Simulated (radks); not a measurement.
Coulomb parameter of the 4f shell of the thulium ion Tm3+ in the model configuration [Xe] 4f10.5 5d1.5, as a second difference U = [E(n + 1) + E(n - 1) - 2 E(n)] / (1)^2 with all orbitals relaxed. "Bare": the charge of the atom changes with n. "Screened": the 5d shell takes up the change at fixed total charge, which measures U(4f,4f) + U(5d,5d) - 2 U(4f,5d). All-electron calculation, scalar-relativistic Kohn-Sham, PBE, spin-unpolarised, spherical densities, finite nucleus; Fermi nuclear charge, rms radius 5.2256 fm. Program: a radial shooting solver on a logarithmic mesh with Libxc functionals.

| case | configuration | E - E(n) (eV) |
|---|---|---|
| start | [Xe] 4f10.5 5d1.5 | 0.000 |
| bare +1 | [Xe] 4f11.5 5d1.5 | -37.243 |
| bare -1 | [Xe] 4f9.5 5d1.5 | 58.307 |
| screened +1 | [Xe] 4f11.5 5d0.5 | -16.378 |
| screened -1 | [Xe] 4f9.5 5d2.5 | 22.678 |

U(bare) = 21.063 eV, U(screened by 5d) = 6.300 eV, against the Slater integral F0(4f,4f) = 35.889 eV with frozen orbitals.
